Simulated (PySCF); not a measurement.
Vertical excitations of a molecule C₃H₁₀ClNSi from PySCF with TDA-B3LYP/def2-SVPD, as energy in eV (oscillator strength): 5.59 (0.015), 5.92 (0.030), 6.38 (0.005), 6.53 (0.077), 6.57 (0.021), 6.78 (0.018). Lowest triplet (TDA): 5.29 eV. Coordinates come from a B3LYP-D3(BJ)/def2-SVP optimisation. The values are those of a single conformer.

Problem. Which structure fits?
A. CCN[Si@H](C)Cl
B. CC(C)N[SiH2]Cl
C. CC[Si@@](C)(N)Cl
D. CN[C@@H](C)[SiH2]Cl

Solution. D, CN[C@@H](C)[SiH2]Cl
